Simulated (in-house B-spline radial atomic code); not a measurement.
Relativistic effects in Ru⁸⁺, [Ar] 3d10 4s2 4p6: non-relativistic Hartree-Fock (point nucleus) against Dirac-Hartree-Fock (Fermi nucleus of rms radius 4.4809 fm), both averages of the configuration, computed with a B-spline radial code for spherical atoms.

```tsv
orbital	ε NR (Eh)	ε Dirac (Eh)	<r> NR (bohr)	<r> Dirac (bohr)	change of <r> (%)
1s1/2	-800.61	?	0.03462	?	?
2s1/2	-120.31	-125.59	0.1506	0.145	-3.7
2p1/2	-111.38	-116.05	0.1292	0.1237	-4.2
2p3/2	-111.38	-111.21	0.1292	0.1284	-0.6
3s1/2	-26.451	-27.489	0.411	0.3991	-2.9
3p1/2	-22.887	?	0.4048	?	?
3p3/2	-22.887	-22.886	0.4048	0.4028	-0.5
3d3/2	-16.372	-16.29	0.3811	0.3796	-0.4
3d5/2	-16.372	-16.125	0.3811	0.383	+0.5
4s1/2	-7.8411	-8.0386	0.991	0.9694	-2.2
4p1/2	-6.5498	-6.6961	1.045	1.023	-2.2
4p3/2	-6.5498	-6.541	1.045	1.043	-0.2
```

Task: What happens to 1s1/2?

Result: Its energy goes to -822.76 hartree and <r> to 0.03343 bohr (-3.46 %).

Task: What happens to 3p1/2?

Result: Its energy goes to -23.74 hartree and <r> to 0.3928 bohr (-2.98 %).

Task: What explains the pattern of contraction and expansion?

Result: Expansion is seen in 3d5/2. The s and p1/2 orbitals contract directly, screen the nucleus better, and so push out orbitals that have little density near the nucleus; spin-orbit coupling adds to this for j = l + 1/2 and opposes it for j = l - 1/2.

Task: By how much does the total energy change?

Result: By -87.967 hartree, from -4425.570 to -4513.538.
